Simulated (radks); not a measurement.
Q: These are the eigenvalues of the occupied orbitals of an atom or ion with whole-number occupations (hartree). Method: Dirac Kohn-Sham, RPBE, spin-unpolarised, spherical densities, finite nucleus; Fermi nuclear charge, rms radius of each element as measured or else 0.836 A^(1/3) + 0.57 fm; computed with a radial shooting solver on a logarithmic mesh with Libxc functionals.

| orbital | eigenvalue |
|---|---|
| 1s1/2 | -930.6365 |
| 2s1/2 | -137.2389 |
| 2p1/2 | -127.5400 |
| 2p3/2 | -121.0977 |
| 3s1/2 | -25.40478 |
| 3p1/2 | -21.54830 |
| 3p3/2 | -20.41122 |
| 3d3/2 | -13.59146 |
| 3d5/2 | -13.36249 |
| 4s1/2 | -3.78986 |
| 4p1/2 | -2.57970 |
| 4p3/2 | -2.39394 |
| 4d3/2 | -0.58390 |
| 4d5/2 | -0.56311 |

Which element is it, and in what charge state? The configuration may be excited. Open shells, if any, are shared by 2j + 1.

A: Z = 47, silver, charge +1: Ag+ in [Kr] 4d10. The list shows which subshells hold electrons but not how many an open one holds; the 1s level, -930.64 hartree, gives Z - s = 43.1 by -(Z - s)^2/2, which with screening and relativity narrows Z to a few neighbours, and the depths of the outer levels then fix element, charge and occupations together.
